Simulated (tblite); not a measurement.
Compound: C₄H₁₂Ge₂.
Numbering: `[CH2:1]=[C:2]([CH3:3])[GeH2:4][CH2:5][GeH3:6]` (hydrogens: H7, H8 on C1; H9, H10, H11 on C3; H12, H13 on Ge4; H14, H15 on C5; H16, H17, H18 on Ge6)

Computed with GFN2-xTB (tblite), gas phase: L-BFGS steps from a force-field or distance-geometry start until the largest atomic force falls under 0.01 eV/Å.

Step 122: E = -502.5827 eV
```
atom  x, y, z in Å  |  force x, y, z in eV/Å
C1     -1.5379   -1.7718    0.7402   -0.029  -0.009  -0.009
C2     -1.2811   -0.6165    0.1455    0.014  -0.021   0.048
C3     -1.8212    0.6827    0.6533   -0.004   0.001   0.036
Ge4    -0.0653   -0.5585   -1.3931   -0.023  -0.013  -0.023
C5      1.7885   -0.1885   -0.8071    0.002  -0.032  -0.037
Ge6     1.9688    1.3008    0.4522    0.047   0.020  -0.017
H7     -1.1558   -2.7018    0.3478    0.024   0.006   0.010
H8     -2.1481   -1.8457    1.6282   -0.028   0.004   0.006
H9     -1.0309    1.4355    0.6950   -0.012  -0.006  -0.029
H10    -2.2498    0.5723    1.6489   -0.022  -0.003  -0.038
H11    -2.5951    1.0518   -0.0219    0.039  -0.008  -0.001
H12    -0.0914   -1.8879   -2.1165    0.016   0.029   0.009
H13    -0.5045    0.4888   -2.3862    0.003   0.021   0.018
H14     2.4061    0.0076   -1.6836   -0.006  -0.009  -0.015
H15     2.1866   -1.0860   -0.3308   -0.013   0.013  -0.013
H16     1.3933    2.5798   -0.0728   -0.001  -0.027   0.003
H17     3.4210    1.5468    0.7341    0.005   0.024   0.010
H18     1.3079    0.9971    1.7552   -0.014   0.009   0.041
```

Step 123: E = -502.5834 eV
```
atom  x, y, z in Å  |  force x, y, z in eV/Å
C1     -1.5328   -1.7727    0.7439   -0.008  -0.011  -0.004
C2     -1.2819   -0.6170    0.1476    0.006  -0.018   0.036
C3     -1.8275    0.6812    0.6513   -0.015  -0.011   0.048
Ge4    -0.0678   -0.5541   -1.3922   -0.019  -0.006  -0.023
C5      1.7874   -0.1921   -0.8052   -0.006  -0.022  -0.040
Ge6     1.9722    1.3017    0.4488    0.025   0.019  -0.011
H7     -1.1445   -2.7003    0.3513    0.016   0.007   0.018
H8     -2.1375   -1.8488    1.6357   -0.033   0.003  -0.007
H9     -1.0366    1.4323    0.7034   -0.008   0.005  -0.030
H10    -2.2668    0.5686    1.6424   -0.022   0.004  -0.050
H11    -2.5931    1.0516   -0.0331    0.046  -0.010   0.013
H12    -0.0959   -1.8779   -2.1241    0.015   0.018   0.006
H13    -0.5036    0.5001   -2.3799    0.002   0.018   0.024
H14     2.4044   -0.0008   -1.6828    0.004  -0.007  -0.020
H15     2.1823   -1.0897   -0.3269   -0.015   0.014  -0.010
H16     1.4010    2.5830   -0.0799    0.013  -0.050   0.012
H17     3.4243    1.5387    0.7362    0.012   0.033   0.006
H18     1.3076    1.0026    1.7519   -0.013   0.014   0.033
```

Problem. Estimate the geometry and energy of step 124. (The exact step hangs on the optimiser's Hessian estimate; all steps are aligned on step 123, rigid shifts and turns removed.)

Solution. E = -502.5843 eV, largest force 0.071 eV/Å
```
atom  x, y, z in Å  |  force x, y, z in eV/Å
C1     -1.5301   -1.7744    0.7483    0.018  -0.015   0.011
C2     -1.2828   -0.6184    0.1514   -0.002  -0.006   0.010
C3     -1.8342    0.6794    0.6490   -0.007  -0.025   0.037
Ge4    -0.0706   -0.5495   -1.3901   -0.009   0.005  -0.012
C5      1.7867   -0.1953   -0.8045   -0.014   0.002  -0.032
Ge6     1.9783    1.3026    0.4457   -0.010  -0.003   0.006
H7     -1.1339   -2.6987    0.3557    0.004   0.000   0.027
H8     -2.1302   -1.8526    1.6433   -0.034   0.002  -0.028
H9     -1.0445    1.4303    0.7054    0.008   0.021  -0.019
H10    -2.2818    0.5673    1.6356   -0.030   0.007  -0.030
H11    -2.5928    1.0477   -0.0436    0.030  -0.005   0.010
H12    -0.0984   -1.8669   -2.1310    0.010  -0.002  -0.003
H13    -0.5034    0.5119   -2.3720   -0.001   0.014   0.030
H14     2.4017   -0.0083   -1.6840    0.015  -0.003  -0.025
H15     2.1795   -1.0933   -0.3254   -0.017   0.013  -0.005
H16     1.4087    2.5852   -0.0848    0.028  -0.064   0.015
H17     3.4301    1.5315    0.7399    0.016   0.041  -0.003
H18     1.3091    1.0079    1.7496   -0.004   0.019   0.011
```

The energy changes by -0.0009 eV. The first-order estimate −F·Δx gives -0.0012 eV and the mean of the old and new forces, exact on a quadratic surface, -0.0008 eV. The step makes an angle of 79° with the force vector and moves no atom by more than 0.017 Å.

What follows is the cost of the whole relaxation. On Arm Neoverse N1, one thread, no GPU, shared host with 64 logical CPUs at a one-minute load of 62, this took 1.9 s.
